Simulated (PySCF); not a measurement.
# Cost of excited-state runs on SMILES C1(Br)=PC=PC=C1C, C5H5BrP2

Geometry:
```tsv
atom	x (Å)	y (Å)	z (Å)
C1	-1.929	-0.255	0.137
C2	-0.442	-0.098	0.023
C3	0.320	-1.230	-0.228
P4	2.034	-1.411	-0.414
C5	2.616	0.202	-0.209
P6	1.785	1.681	0.102
C7	0.124	1.163	0.171
Br8	-1.048	2.655	0.513
H9	-2.275	0.096	1.109
H10	-2.223	-1.295	0.016
H11	-2.431	0.342	-0.625
H12	-0.228	-2.161	-0.324
H13	3.694	0.312	-0.289
```

PySCF with density fitting, on 1 thread of an Arm Neoverse V1, shared host. Command: `OMP_NUM_THREADS=1 python excited_run.py task.json out`

(1) How long does this run take, and how much memory?
- magnetisability and related constants, B3LYP/pcSseg-1; isotopologues

Results:

(1) 
| run | level | basis functions | wall time | peak memory (GiB) |
| --- | --- | --- | --- | --- |
| magnetisability and related constants | B3LYP/pcSseg-1 | 199 | 50 s | 0.98 |

Times from a shared host are rough.
